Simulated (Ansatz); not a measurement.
Ansatz results at the PBE0-D4/def2-TZVP geometry: HOMO energy (B3LYP/def2-TZVPP) -6.78 eV; LUMO energy (PBE0/def2-TZVPP) -0.70 eV; HOMO–LUMO gap (ωB97M-V/def2-TZVPP) 10.19 eV.

Each molecule was computed in one conformer, which needn't be the lowest.

(1) Which molecule gave them?
A. `OC[SiH2][AsH2]`
B. `C1[NH][GeH2][SiH2]1`
C. `C[SiH2][AsH]O`
D. `S[SiH]1[SiH2]P1`

Results:

(1) C. The others give `OC[SiH2][AsH2]`: -7.07, 0.44, 11.38; `C1[NH][GeH2][SiH2]1`: -6.32, -0.18, 10.35; `S[SiH]1[SiH2]P1`: -6.52, -0.63, 9.85.

B3LYP here is the variant with VWN-RPA as its local correlation; programs differ in this.
